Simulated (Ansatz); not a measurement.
Program: Ansatz. Geometries: PBE0-D4/def2-TZVP. ΔE: electronic, gas phase. CCSD(T)/CBS is the MP2 limit (def2-TZVPP, def2-QZVPP) plus CCSD(T) − MP2 in def2-TZVPP, frozen cores. DFT in def2-TZVPP. B3LYP here is the variant with VWN-RPA as its local correlation; programs differ in this. For Se outer-core shells are correlated without core-valence functions, which leaves a few kJ/mol of doubt a bond. Scalar relativity is left out up to krypton. One conformer a species, not always the lowest.

`C[CH]([AlH2])CCl` + `N=C[SeH]` → `[AlH2]/[N]=C\[SeH]` + `CCCCl`  (ligand exchange at the Al–C bond)

```csv
level,ΔE (kJ/mol),difference from CCSD(T)/CBS
PBE-D4,-117.3,0.4
r2SCAN-D4,-125.6,-7.9
PBE0-D4,-117.0,0.7
ωB97X-V,-116.8,0.9
ωB97M-V,-116.3,1.4
r2SCAN,-126.2,-8.5
PBE0,-119.0,-1.3
B3LYP,-130.2,-12.5
HF/def2-TZVPP,-132.7,-15.0
MP2/def2-TZVPP,-122.1,-4.4
SCS-MP2/def2-TZVPP,-122.8,-5.1
CCSD(T)/def2-TZVPP,-118.3,-0.6
MP2/def2-QZVPP,-121.7,-4.0
SCS-MP2/def2-QZVPP,-122.5,-4.8
MP2/CBS(def2),-121.4,-3.7
CCSD/CBS(def2),-118.8,-1.1
CCSD(T)/CBS,-117.7,0
```

Largest T1 diagnostic among the species: 0.013.

In def2-TZVPP, CCSD(T) changes the Hartree–Fock value by +14.4 kJ/mol (the triples alone add +1.1 kJ/mol) and MP2 by +10.6 kJ/mol. The D4 term adds +3.7 kJ/mol with B3LYP and +2.1 kJ/mol with PBE0; it sums over pairs of atoms, weighted by their polarisabilities, and B3LYP, whose exchange is more repulsive, gets the larger term.
